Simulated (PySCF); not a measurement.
B3LYP has the VWN-RPA correlation part, as in Gaussian. 

## C₂HNS, SMILES `S=CC#N` (charge 0, multiplicity 1)

All values below come from B3LYP-D3(BJ)/def2-TZVP (PySCF).

```yaml
HOMO: -7.43 eV
dipole_moment: 2.58 D
LUMO: -4.11 eV
HOMO–LUMO gap: 3.32 eV
S1 excitation (TDA): 1.95 eV
S1 oscillator strength: 0.000
brightest of the four lowest singlets (TDA): 5.41 eV
T1 excitation (TDA): 1.38 eV
S1–T1 gap (TDA): 0.57 eV
vertical ionisation energy (Delta-SCF): 9.99 eV
total_energy: -529.7897 Ha
cost: about 50 core-seconds (a rough figure)
```

Bond lengths (Å): N1–C2 1.154, C2–C3 1.424, C3–S4 1.615, C3–H5 1.089. Angles (°): N1–C2–C3 178.9, C2–C3–S4 123.6, C2–C3–H5 114.4, S4–C3–H5 122.0.
